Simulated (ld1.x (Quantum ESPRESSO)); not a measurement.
**What one change does to a pseudopotential (cobalt, TM)**

| Property | Result |
| --- | --- |
| Element | cobalt (Co) |
| Generator | ld1.x (Quantum ESPRESSO) 7.5 |
| Type | norm-conserving Troullier–Martins (Kleinman–Bylander form) |
| Functional | BP86 |
| Relativity | non-relativistic |
| Frozen core | [Ne] 3s2 |
| Valence charge | 15 |
| Reference configuration | 3p6 3d7 4s1 4p0 (charge +1) |
| Partial waves | 3p (bound): rc 0.80 bohr; 3d (bound): rc 1.75 bohr; 4s (bound): rc 2.30 bohr |
| Local potential | the s channel |
| Core correction | none |

Change: all radii scaled by about 1.29 (s 2.98, p 1.04, d 2.26 bohr).

Cutoffs: the cutoffs (Ry, on a coarse ladder) from which the occupation-weighted sum of valence levels, in a spherical-Bessel basis at the reference potential, stays within 10 and 1 mRy of its value at 400 Ry; they do not see the model core or the augmentation charge, which bear on the density cutoff. Errors are all-electron minus pseudo energies relative to the spin-unpolarised reference configuration.

Task: What does the change do?

Result: The potential gets softer (160 Ry and 300 Ry → 100 Ry and 140 Ry); of the 7 tests that both files solve, the error grows in 3 and shrinks in 1 by more than 15 % and 0.3 meV (median size 193.5 → 209.3 meV); neither file shows a bound ghost at the reference potential, the only one tested. A larger radius leaves more room for a smooth pseudo-wave, so fewer plane waves are needed.

```tsv
quantity	base	changed
cutoff, loose	160 Ry	100 Ry
cutoff, tight	300 Ry	140 Ry
loose cutoff by channel (10 mRy a level)	p 120 Ry, d 80 Ry, s 8 Ry	p 70 Ry, d 55 Ry, s 6 Ry
bound ghosts	none	none
error for 3p6 3d7 4s2 4p0, meV [ΔE -9.07 eV]	-1.9	+4.8
error for 3p6 3d7 4s0 4p0, meV [ΔE 16.63 eV]	-8.7	-20
error for 3p6 3d6 4s0 4p0, meV [ΔE 52.80 eV]	-194	-200
error for 3p5 3d7 4s2 4p0, meV [ΔE 64.07 eV]	-802	-876
error for 3p6 3d5 4s0 4p0, meV [ΔE 108.53 eV]	-593	+209
error for 3p6 3d7 4s0 4p2, meV [ΔE -0.34 eV]	-1584	-1625
error for 3p6 3d6 4s2 4p0, meV [ΔE 6.61 eV]	-183	+247
```

Base: These tests converged, but a pseudo level misses the all-electron one widely, so the file describes the atom poorly there or has found another state: 3p6 3d6 4s0 4p0: empty 4p by 3.0 eV; 3p6 3d5 4s0 4p0: empty 4p by 4.7 eV (a node warning on the way). Changed file: These tests converged, but a pseudo level misses the all-electron one widely, so the file describes the atom poorly there or has found another state: 3p6 3d6 4s0 4p0: empty 4p by 3.2 eV; 3p6 3d5 4s0 4p0: empty 4p by 5.1 eV.
